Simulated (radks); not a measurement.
Values are calculated unless marked as measured or tabulated.
Q: Isoelectronic series with 43 electrons, each ion in its NIST ground configuration. Level of theory: Dirac Kohn-Sham, PBE, spin-unpolarised, spherical densities, point nucleus; open shells are shared between the two j in proportion to 2j + 1 (a radial shooting solver on a logarithmic mesh with Libxc functionals). Total energies (hartree) and orbital eigenvalues (hartree):

ion    configuration  E (hartree)      4d5/2      4d3/2      4p3/2
Eu20+       [Kr] 4d7  -10696.6211  -22.49821  -22.74778  -27.01818
Gd21+       [Kr] 4d7  -11103.8925  -24.32732  -24.60275  -29.02042
Tb22+       [Kr] 4d7  -11519.8754  -26.22061  -26.52376  -31.08887
Dy23+       [Kr] 4d7  -11944.6466  -28.17797  -28.51079  -33.22353
Ho24+       [Kr] 4d7  -12378.2853  -30.19932  -30.56384  -35.42443
Er25+       [Kr] 4d7  -12820.8743  -32.28458  -32.68293  -37.69160
Tm26+       [Kr] 4d7  -13272.4995  -34.43367  -34.86808  -40.02509
Yb27+       [Kr] 4d7  -13733.2499  -36.64656  -37.11934  -42.42497
Lu28+       [Kr] 4d7  -14203.2184  -38.92319  -39.43676  -44.89131
Hf29+       [Kr] 4d7  -14682.5015  -41.26352  -41.82039  -47.42418
W31+        [Kr] 4d7  -15669.4163  -46.13518  -46.78661  -52.68990
Re32+       [Kr] 4d7  -16177.2610  -48.66646  -49.36937  -55.42295
Os33+       [Kr] 4d7  -16694.8465  -51.26137  -52.01869  -58.22295
Ir34+       [Kr] 4d7  -17222.2906  -53.91988  -54.73467  -61.09002

Estimate the row of Ta30+ ([Kr] 4d7).

A: E (hartree) -15171.1993; 4d5/2 -43.66752; 4d3/2 -44.27031; 4p3/2 -50.02367.
